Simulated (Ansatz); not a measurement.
Basis-set series for C4H12O4Zr (`C[O][Zr]([O]C)([O]C)[O]C`). The species carries charge 0 and has multiplicity 1. Zr: def2 effective core potential. Geometry: relaxed with PBE0-D4/def2-TZVP. It is one conformer, not always the lowest.

| functional | basis | functions | energy (Eh) | HOMO (eV) | LUMO (eV) |
| --- | --- | --- | --- | --- | --- |
| PBE0-D4 | def2-SVP | 203 | -506.95476 | -7.38 | 0.35 |
| PBE0-D4 | def2-TZVPP | 472 | -507.49534 | -7.51 | 0.10 |
| ωB97M-V | def2-SVP | 203 | -507.18918 | -9.74 | 1.31 |
| ωB97M-V | def2-TZVPP | 472 | -507.74856 | -9.87 | 0.95 |

(1) Give the rows for def2-QZVPP. (Estimate.)

## Answers

(1) Computed: 
```json
{"functional": "PBE0-D4", "basis": "def2-QZVPP", "functions": "897", "energy (Eh)": "-507.52479", "HOMO (eV)": "-7.54", "LUMO (eV)": "0.03"}
{"functional": "ωB97M-V", "basis": "def2-QZVPP", "functions": "897", "energy (Eh)": "-507.77697", "HOMO (eV)": "-9.90", "LUMO (eV)": "0.82"}
```

Positive LUMOs are unbound and depend on the basis.
